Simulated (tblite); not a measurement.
Species: C7H8F (doublet state).
Atom-mapped SMILES: `[C:1]#[C:2][CH2:3]/[C:4](=[CH:5]\[CH3:6])[CH2:7][F:8]` (hydrogens: H9, H10 on C3; H11 on C5; H12, H13, H14 on C6; H15, H16 on C7)

A start from a force field or distance geometry was refined with GFN2-xTB geometry optimisation, gas phase in tblite 0.8.0. Values at the start:

```
 coordinate    start
      C1≡C2  1.200 Å
      C2–C3  1.461 Å
      C3–C4  1.478 Å
      C3–H9  1.133 Å
      C4=C5  1.337 Å
      C4–C7  1.510 Å
      C5–C6  1.492 Å
     C5–H11  1.085 Å
     C6–H12  1.130 Å
      C7–F8  1.400 Å
     C7–H15  1.097 Å
   C1–C2–C3   178.2°
   C2–C3–C4   113.4°
   C3–C4–C5   120.6°
   C3–C4–C7   122.2°
   C4–C5–C6   119.1°
   C4–C7–F8   106.7°
   C5–C4–C7   117.2°
C2–C3–C4–C5    -120°
C3–C4–C5–C6      -2°
C3–C4–C7–F8    -179°
```

Question: How do these coordinates change at the GFN2-xTB level?

Answer: 
```json
{"coordinate": "C6–H12", "GFN2-xTB (Å or °)": "1.087", "change": "-0.043"}
{"coordinate": "C3–H9", "GFN2-xTB (Å or °)": "1.093", "change": "-0.040"}
{"coordinate": "C7–F8", "GFN2-xTB (Å or °)": "1.370", "change": "-0.030"}
{"coordinate": "C3–C4", "GFN2-xTB (Å or °)": "1.496", "change": "+0.018"}
{"coordinate": "C2–C3", "GFN2-xTB (Å or °)": "1.474", "change": "+0.013"}
{"coordinate": "C4–C7", "GFN2-xTB (Å or °)": "1.503", "change": "-0.007"}
{"coordinate": "C1≡C2", "GFN2-xTB (Å or °)": "1.195", "change": "-0.005"}
{"coordinate": "C5–H11", "GFN2-xTB (Å or °)": "1.081", "change": "-0.004"}
{"coordinate": "C4=C5", "GFN2-xTB (Å or °)": "1.334", "change": "-0.003"}
{"coordinate": "C7–H15", "GFN2-xTB (Å or °)": "1.098", "change": "+0.001"}
{"coordinate": "C5–C6", "GFN2-xTB (Å or °)": "1.491", "change": "-0.001"}
{"coordinate": "C3–C4–C7", "GFN2-xTB (Å or °)": "114.0", "change": "-8.2"}
{"coordinate": "C4–C5–C6", "GFN2-xTB (Å or °)": "125.3", "change": "+6.2"}
{"coordinate": "C4–C7–F8", "GFN2-xTB (Å or °)": "112.5", "change": "+5.8"}
{"coordinate": "C5–C4–C7", "GFN2-xTB (Å or °)": "122.3", "change": "+5.1"}
{"coordinate": "C2–C3–C4", "GFN2-xTB (Å or °)": "108.7", "change": "-4.7"}
{"coordinate": "C1–C2–C3", "GFN2-xTB (Å or °)": "175.0", "change": "-3.2"}
{"coordinate": "C3–C4–C5", "GFN2-xTB (Å or °)": "123.6", "change": "+3.0"}
{"coordinate": "C2–C3–C4–C5", "GFN2-xTB (Å or °)": "-84", "change": "+36"}
{"coordinate": "C3–C4–C7–F8", "GFN2-xTB (Å or °)": "-177", "change": "+2"}
{"coordinate": "C3–C4–C5–C6", "GFN2-xTB (Å or °)": "0", "change": "+2"}
```

The energy falls by 46.3 kJ/mol over 112 L-BFGS steps, the largest force on an atom goes from 2.39 to 0.008 eV/Å, and the atoms move by 0.371 Å rms after alignment. The bond that changes most is C6–H12 (ends: carbon bonded to C and 3 H; hydrogen on carbon), which shortens by 0.043 Å. Bonds longer at the end by more than 0.005 Å: 3 of 15; shorter: 7. Among the dihedrals that turn most is C2–C3–C4–C5, from -120° to -84°. Rotational constants go from 2457, 1569, 1050 to 2518, 1503, 1082 MHz.

On Arm Neoverse V2, one thread, shared host with 96 logical CPUs at a one-minute load of 77, this took 0.54 s wall.

Its GFN2-xTB frequencies are all real (lowest 22 cm⁻¹). 3 starts were optimised and ended at 0.00, 0.00 and 0.31 kcal/mol (GFN2-xTB); the lowest of these is shown.

One conformer stands for the species.

All values are computed, not measured.
